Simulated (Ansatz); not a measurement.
Basis-set extrapolation for `F[SiH2]CS` (PBE0-D4/def2-TZVP geometry, frozen core, the Gaussian-basis code of Ansatz). Multiplicity 1, RHF reference.

```tsv
	def2-TZVPP	def2-QZVPP
HF	-826.834045	-826.861552
MP2 correlation	-0.726644	-0.787827
CCSD(T) correlation	-0.798753	not run
```

Energies in hartree. Use E(X) = E(∞) + A·exp(−7.88·√X) for Hartree–Fock and E(X) = E(∞) + B·X^(−2.97) for correlation, with X = 3 and 4, and add CCSD(T) minus MP2 of the smaller set to the MP2 limit.

Q: What is the CCSD(T) energy at the basis-set limit?

A: HF limit: -826.861552 + (-0.027507) × 0.13774 = -826.86534. MP2 limit: -0.787827 + (-0.061183) × 0.74074 = -0.83315. Higher-order term: -0.798753 − (-0.726644) = -0.07211. Total: -827.77060 hartree, 3.75 eV below CCSD(T)/def2-TZVPP.
